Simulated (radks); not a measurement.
The numbers below are computed, except where a source is named.
Effect of the nuclear size on neutral tin, [Kr] 4d10 5s2 5p2. Code: a radial shooting solver on a logarithmic mesh with Libxc functionals. Model: Dirac Kohn-Sham, relativistic LDA (MacDonald-Vosko exchange, VWN5 correlation), spin-unpolarised, spherical densities, finite nucleus; open shells are shared between the two j in proportion to 2j + 1; Fermi nuclear charge, rms radius 4.6519 fm. The rms radius is varied about that value; shifts are against it.

rms radius (fm)  total energy shift (eV)  density at nucleus (e/bohr^3)  1s1/2 shift (meV)  2s1/2 shift (meV)  4p1/2 shift (meV)  5s1/2 shift (meV)
3.8239                             -1.33                      1.947e+05               -554              -63.5              0.203             -0.212
4.424                             -0.387                      1.904e+05               -162              -18.5              0.059             -0.062
4.6519                                 0                       1.89e+05              0.000              0.000              0.000              0.000
4.9729                             0.574                       1.87e+05                239               27.4             -0.088              0.092
5.666                               1.92                      1.833e+05                802               91.9             -0.294              0.307

Slopes of the eigenvalues against <r^2> in GHz/fm^2, as finite differences over the two radii next to the reference (eigenvalue slopes, not the field-shift constants of lines): 1s1/2 18800, 2s1/2 2150, 4p1/2 -6.89, 5s1/2 7.19.
